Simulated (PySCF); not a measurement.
**ClTeN, singlet: structure and spectrum**

Level of theory: PBE0 in PySCF with Te def2-TZVP with ECP28, N def2-TZVP, Cl def2-TZVP; scalar-relativistic core potentials, no spin–orbit coupling; density-fitted integrals.

The structure is a minimum.

Coordinates in bohr (charge 0 multiplicity 1):
```
Te    0.0000   -0.8316    0.0000
N     3.3873   -1.0501    0.0000
Cl   -1.3563    3.5096    0.0000
```

| Quantity | Value |
| --- | --- |
| Point group | Cs |
| Bond lengths | Te–Cl 2.407 Å, Te–N 1.796 Å |
| Bond angles | Cl–Te–N 111.0° |
| Rotational symmetry number | 1 |
| Highest occupied level | -7.81 eV |
| Atomisation energy without zero-point energy | 506 kJ/mol |
| Dipole moment | 3.34 D |
| Principal polarisabilities | 32.8, 47.2, 77.1 bohr³ |
| Heat capacity Cp at 298.15 K | 49.6 J/(mol K) |
| Principal quadrupole moments (Buckingham, traceless) about the centre of mass | -8.56, 2.81, 5.76 D Å |
| Rotational constants | 0.5275, 0.09306, 0.07911 cm⁻¹ |
| Zero-point energy | 8.8 kJ/mol |
| Enthalpy at 298.15 K above 0 K | 12.57 kJ/mol |
| Entropy at 298.15 K and 1 bar | 295.5 J/(mol K) |
| Lowest empty level | -3.95 eV |

Harmonic modes (masses in u: Te 129.906, N 14.003, Cl 34.969):
| symmetry | ω (cm⁻¹) | IR (km/mol) | type |
| --- | --- | --- | --- |
| a' | 191 | 6.3 | bend |
| a' | 325 | 77.9 | stretch |
| a' | 948 | 14.3 | stretch |

Charges (e):
```tsv
atom	Mulliken	Löwdin	polar tensor	Mayer order to Te1
Te1	0.73	0.62	0.90	–
N2	-0.42	-0.48	-0.30	2.49
Cl3	-0.31	-0.14	-0.60	0.89
```

Mulliken populations on Te1 (electrons outside its core potential): s 3.88, p 9.04, d 10.29, f 0.06.

Counting electrons, tellurium keeps 2 of its valence electrons outside its bonds, so the VSEPR class is AX2E1 and the expected shape is bent; with unlike ligands the computed point group is Cs.

Only a few start shapes were tried, so a lower isomer may exist.

The final relaxation and frequency run took 41 s on 4 threads of a shared Arm Neoverse N1 host, with 118 basis functions and 14 gradients; the process peaked at 0.99 GiB.
